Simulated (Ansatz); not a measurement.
`C[B](N)[GaH2]` + H₂ → `CBN` + `[GaH3]` at 600 K and 1 bar (hydrogenolysis of a B–Ga bond).

Computed with Ansatz on PBE0-D4/def2-TZVP structures; ΔE is electronic, products minus reactants. CCSD(T)/CBS is the MP2 limit (def2-TZVPP, def2-QZVPP) plus CCSD(T) − MP2 in def2-TZVPP, frozen cores. This one scheme is used for every species. For Ga outer-core shells are correlated without core-valence functions, which leaves a few kJ/mol of doubt a bond. Scalar relativity is left out up to krypton. One conformer a species, not always the lowest.

| species | CCSD(T)/CBS energy (Eh) | H − E (kJ/mol) | S (J/(mol·K)) |
| --- | --- | --- | --- |
| `C[B](N)[GaH2]` | -2045.72929 | 275.8 | 443.5 |
| H₂ | -1.17544 | 43.9 | 150.8 |
| `CBN` | -121.21267 | 244.5 | 338.1 |
| `[GaH3]` | -1925.70545 | 74.9 | 253.2 |

H − E and S are ideal-gas, rigid-rotor, harmonic terms from PBE0-D4/def2-TZVP, for one conformer and one mirror image of each species. The MP2-based limit puts H₂ 0.8 mEh under its directly extrapolated value; such offsets cancel only in part. 1 Eh = 2625.50 kJ/mol, R = 8.31446 J/(mol·K).

Problem. By hand: ΔE, ΔH, ΔS and ΔG.

Solution. ΔE = (-121.21267) + (-1925.70545) − (-2045.72929) − (-1.17544) = -0.01339 Eh = -35.2 kJ/mol. Δ(H − E) = 244.5 + 74.9 − 275.8 − 43.9 = -0.3, so ΔH = -35.5 kJ/mol. ΔS = 338.1 + 253.2 − 443.5 − 150.8 = -3.0 J/(mol·K). ΔG = -35.5 − 600 × (-3.0)/1000 = -33.7 kJ/mol.

Problem. By hand: the equilibrium constant, and the temperature at which ΔG would vanish if ΔH and ΔS stayed fixed.

Solution. log₁₀ K = −ΔG/(RT ln 10) = 2.9. ΔG = 0 at ΔH/ΔS = 11833 K, far beyond where these terms or the molecules hold.

The number of gas molecules stays the same, so ΔS is small and ΔH decides. A doubt of 5 kJ/mol in ΔE shifts log₁₀ K by 0.4 here. Other conformers and mirror images would add mixing entropy, several J/(mol·K) or more a flexible species. These are equilibria of isolated gas molecules and say nothing of rates. Largest T1 diagnostic: 0.013 (customary marks: 0.02 for closed shells, 0.045 for open ones).
